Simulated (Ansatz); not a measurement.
Two structures of BNH₃Cl₃, closed shell, reached by relaxing down either side of one saddle point (PBE0-D4/def2-TZVP). Energies are electronic, without zero-point energy. Program: Ansatz 0.2.0. Basis: def2-TZVPP and def2-QZVPP. Cores are frozen in the correlated methods. Extrapolation: Hartree–Fock as exp(−7.88 √X), correlation as X^−2.97. First:

```
8
angstrom
B 0.3648 0.3563 -0.5606
Cl 2.1148 0.3998 -0.0372
Cl 0.0744 -0.6691 -2.0447
Cl -0.4076 2.0094 -0.6557
H -0.2961 0.1134 1.5027
N -0.4123 -0.4027 0.6334
H -0.0345 -1.3404 0.7488
H -1.4036 -0.4668 0.4131
```

Second:

| atom | x (Å) | y (Å) | z (Å) |
| --- | --- | --- | --- |
| B1 | -0.5201 | 0.1530 | -0.9777 |
| Cl2 | 2.3821 | 0.3535 | 1.6511 |
| Cl3 | 0.1202 | -0.8395 | -2.2737 |
| Cl4 | -0.9624 | 1.8225 | -1.2809 |
| H5 | 1.2628 | 0.1232 | 1.0470 |
| N6 | -0.6435 | -0.3770 | 0.3088 |
| H7 | -0.5175 | -1.3605 | 0.4858 |
| H8 | -1.1216 | 0.1247 | 1.0397 |

(1) Which bonds change from the first to the second?

(2) Give the saddle point's structure and its height above each. (Judge from chemistry; the value comes from the calculation.)

No T1 diagnostic of these runs exceeds 0.012.

## Answers

(1) BCl₃ ([Cl][B]([Cl])[Cl]) + NH₃ → BNH₂Cl₂ ([NH2][B]([Cl])[Cl]) + HCl; bonds formed: Cl2–H5; dative contacts that become bonds: B1–N6; bonds broken: B1–Cl2, H5–N6.

(2) By the calculation: 142.0 kJ/mol above the first and 84.8 kJ/mol above the second (CCSD(T) at an estimated basis limit (MP2 extrapolated from triple and quadruple zeta, plus CCSD(T) − MP2 in triple zeta)).
B1  (-0.083, 0.243, -0.743)
Cl2  (2.031, 0.563, 0.706)
Cl3  (0.452, -0.799, -2.033)
Cl4  (-0.634, 1.870, -1.038)
H5  (0.617, -0.123, 1.004)
N6  (-0.496, -0.407, 0.549)
H7  (-0.644, -1.408, 0.503)
H8  (-1.242, 0.061, 1.051)
(Å)

The step is the kind of exchange with an N–H group that builds nitride films in atomic layer and chemical vapour deposition.

Labels in which every atom is bracketed show which atoms are joined, not bond orders.

For scale, one of the runs: CCSD(T)/def2-TZVPP, 230 basis functions, launched by `ansatz run in.yaml --threads 4 --pin off --events-out ev --progress --plain --max-ram 9574MiB`. The run took 110 s on 4 CPU threads of an Arm Neoverse V1 (shared host), with 3.7 GiB of host memory at its peak.
